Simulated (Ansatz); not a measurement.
A run for Ansatz (a program for electronic structure): R-wB97M-V/def2-TZVPPD on germylsilane (SMILES [SiH3][GeH3]) with ghost functions, monomers drawn apart or pushed together. Files ending in .json are basis or fitting sets from the Basis Set Exchange.

Ansatz 0.2 input:
```yaml
crystal:
  periodic: [false, false, false]
  atoms:
    - {symbol: Si, position_ang: [0.66080176, 1.33791132, 0.64120448]}
    - {symbol: Ge, position_ang: [-0.36327853, -0.80312333, 0.37042253]}
    - {symbol: H, position_ang: [0.10281531, 2.03573018, 1.82168199]}
    - {symbol: H, position_ang: [0.41364779, 2.16509865, -0.56402167]}
    - {symbol: H, position_ang: [2.12381500, 1.18202262, 0.82137389]}
    - {symbol: H, position_ang: [0.11555655, -1.79325123, 1.44607971]}
    - {symbol: H, position_ang: [-0.01901249, -1.39424524, -1.00953434]}
    - {symbol: H, position_ang: [-1.89585503, -0.69020458, 0.47132665]}
basis:
  gaussian:
    orbitals: def2-TZVPPD.json
    ghost_atoms:
      - {symbol: C, position_ang: [0.08181952, 0.07830427, 4.94772773]}
      - {symbol: H, position_ang: [0.03513412, -0.46049756, 5.89312588]}
      - {symbol: H, position_ang: [0.19634121, 1.14403167, 5.13953134]}
      - {symbol: H, position_ang: [0.93176631, -0.28072736, 4.36916884]}
      - {symbol: H, position_ang: [-0.83655195, -0.09267535, 4.38777461]}
hamiltonian:
  xc: {name: wB97M-V}
scf: {lower_state_search: off}
```

Program output:

```
WARN ansatz: RAYON_NUM_THREADS=1 ignored (pool sized by the plan → 1); use --threads N
Functional definition: wB97M-V
these checks for a lower state are left out or cut short: stability, starts, cluster_reference, orbital_swaps, neighbouring_geometries, increment
integrals: 0.39 GiB planned
1442 factors; their error is unknown
integrals: 0.42 GiB planned
450 factors; integrals over basis functions are off by at most 2.5e-5 eV
mean field: 1.95 GiB planned
mean field evaluation 1: about -64488.6661 eV, gradient 1.6e1 eV
mean field evaluation 2: about -64488.9158 eV, gradient 1.4e1 eV
mean field evaluation 4: about -64489.0537 eV, gradient 2.4e-1 eV
mean field evaluation 8: about -64489.1974 eV, gradient 2.8e-1 eV
mean field evaluation 16: about -64489.1975 eV, gradient 1.7e-5 eV
mean field -64489.19749997 eV, -2369.9342957757 hartree, gradient 4.4e-6 eV, S^2 0.000000; 0 other end points of the search recorded, 0 dependent functions left out
reference -64489.19756145 eV, -2369.9342980351 hartree; 26, 26 occupied and 283, 283 virtual orbitals, 1442 factors
Total energy: -64489.19756145 eV, -2369.9342980351 hartree
Checks for a lower state left out: stability, starts, cluster_reference, orbital_swaps, neighbouring_geometries, increment
```

The calculation finished and met its thresholds.

Cost: very roughly 25 core-seconds.
